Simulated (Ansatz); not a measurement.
Geometry optimisation, RHF/6-31G* in Ansatz 0.2.0.

Input file:

```yaml
crystal:
  periodic: [false, false, false]
  atoms:
    - { symbol: Si, position_ang: [-0.119975, -0.190139, -0.163822] }
    - { symbol: H, position_ang: [0.013186, -0.043161, 1.281924] }
    - { symbol: Cl, position_ang: [1.733178, -0.428977, -1.011615] }
    - { symbol: Cl, position_ang: [-1.132512, 1.416855, -0.93206] }
    - { symbol: H, position_ang: [-0.893418, -1.380325, -0.511695] }
    - { symbol: S, position_ang: [1.450566, 2.295823, 1.501517] }
    - { symbol: H, position_ang: [2.64987, 1.767005, 1.70609] }
    - { symbol: H, position_ang: [0.799505, 1.358519, 2.24826] }
basis:
  gaussian: { orbitals: "6-31G*" }
hamiltonian:
  xc: hf
relax:
  f_tol: 0.03
  max_steps: 50
```

Run as:

```bash
$ ansatz run input.yaml --threads 1 --pin off --max-ram 2048MiB --backend cpu --events-out ev --progress --plain --runs-dir out
```

**Question.** Where does it end, and by what steps?

**Answer.** It converged. The force dipped under the threshold on the way, but the program's further checks kept it going. After 31 steps the energy has fallen by 0.402 eV; H8 moved furthest, 1.85 Å.

| step | energy less start (eV) | largest force component (eV/Å) | accepted |
| --- | --- | --- | --- |
| 0 | 0.0000 | 1.077 | yes |
| 2 | -0.2761 | 0.481 | yes |
| 4 | -0.3576 | 0.071 | yes |
| 6 | -0.3783 | 0.357 | yes |
| 8 | -0.3893 | 0.027 | yes |
| 10 | -0.3920 | 0.047 | yes |
| 12 | -0.3940 | 0.280 | yes |
| 14 | -0.3971 | 0.050 | yes |
| 16 | -0.3982 | 0.062 | yes |
| 18 | -0.3990 | 0.099 | yes |
| 20 | -0.3998 | 0.109 | yes |
| 22 | -0.3994 | 0.117 | no |
| 24 | -0.4008 | 0.029 | yes |
| 26 | -0.4011 | 0.036 | yes |
| 28 | -0.4013 | 0.035 | yes |
| 30 | -0.4015 | 0.082 | no |
| 31 | -0.4018 | 0.004 | yes |

```xyz
8
Properties=species:S:1:pos:R:3
Si -0.415 -0.528 -0.512
H -0.638 -0.405 0.924
Cl 1.609 -0.584 -0.861
Cl -1.245 1.092 -1.455
H -1.003 -1.739 -1.079
S 1.570 2.619 2.206
H 2.611 2.165 1.521
H 2.014 2.175 3.374
```

Whether the end is a true minimum wasn't checked by a vibrational analysis.

The run took 41 s on 1 thread of Intel(R) Xeon(R) 6975P-C (Granite Rapids), on a shared host, peak memory 0.18 GiB.
